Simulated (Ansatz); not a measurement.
Stepwise reaction of `NB(N)N` with hydrogen fluoride, as a gas-phase model of exchange steps in deposition or etching. ΔE in kJ/mol.

Calculated with Ansatz (gas phase, PBE0-D4/def2-TZVP geometries, no zero-point term in ΔE). CBS: MP2 limit from def2 TZ/QZ plus the TZ coupled-cluster correction, frozen cores. This one scheme is used for every species. Functionals use def2-TZVPP. B3LYP here is the variant with VWN-RPA as its local correlation; programs differ in this. Each species was taken in one conformer, which may not be the lowest.

| step | reaction | PBE-D4 | B3LYP-D4 | ωB97M-V | CCSD(T)/CBS |
| --- | --- | --- | --- | --- | --- |
| 1 | `NB(N)N` + H–F → `NB(N)F` + NH₃ | -68.4 | -72.6 | -71.7 | -65.1 |
| 2 | `NB(N)F` + H–F → `NB(F)F` + NH₃ | -51.6 | -55.1 | -54.8 | -50.3 |
| 3 | `NB(F)F` + H–F → `FB(F)F` + NH₃ | -22.2 | -25.4 | -26.1 | -23.9 |

By hand: ΔE of the 3 steps together at CCSD(T)/CBS.

(-65.1) + (-50.3) + (-23.9) = -139.3 kJ/mol, or -46.4 kJ/mol a step.

In ΔE each step is higher than the one before. All are downhill at CCSD(T)/CBS. PBE-D4 differs from CCSD(T)/CBS by -3.3 to 1.7 kJ/mol a step. Isolated molecules leave out the surface, adducts and barriers. Largest T1 diagnostic: 0.012.
